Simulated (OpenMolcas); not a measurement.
Consider Ti2+ and Ti2+ on neighbouring Cd sites of CdS (host space group F-43m, cell from Materials Project scaled by 0.98; 4-coordinate sites, 1 bridging S, bridge angle 109.5°, metal-metal distance 4.08 Å, mean bond 2.50 Å), as a cluster of both ions and their first shells in 18 model-potential ions and 554 fitted point charges, unrelaxed.

```xyz
9

Ti     0.0000     1.4421     1.4421
Ti     0.0000    -1.4421    -1.4421
S     -1.4421     0.0000     0.0000
S      1.4421     0.0000    -2.8841
S      1.4421    -2.8841     0.0000
S      1.4421     2.8841     0.0000
S      1.4421     0.0000     2.8841
S     -1.4421    -2.8841    -2.8841
S     -1.4421     2.8841     2.8841
```

### Question
Give the energies of the total-spin states at CASSCF(4,4) on the singly occupied d orbitals (ANO-RCC-VDZP on Ti and ANO-RCC-VDZ on S, scalar-relativistic DKH2, RICD, no spin-orbit coupling, OpenMolcas), and the exchange constant.

### Answer
Local spins 1 and 1.

```
total S  E (cm⁻¹)  natural occupations, lowest and highest
-------  --------  ---------------------------------------
2             0.0                             1.000, 1.000
1            28.8                             0.980, 1.020
0            40.4                             0.970, 1.030
```

J = 6.7 cm⁻¹ (ferromagnetic); the ladder departs from the Heisenberg pattern by 1.9 cm⁻¹ at most.

J is defined by H = −2J S1·S2, so negative values are antiferromagnetic. Wave-function values come from the highest and lowest total spin; broken-symmetry values use Yamaguchi's formula with the computed ⟨S²⟩. The active space holds the singly occupied metal orbitals alone, without bridging-ligand orbitals. No row is a measured value. The host is partly covalent, so formal ionic charges are a crude embedding.
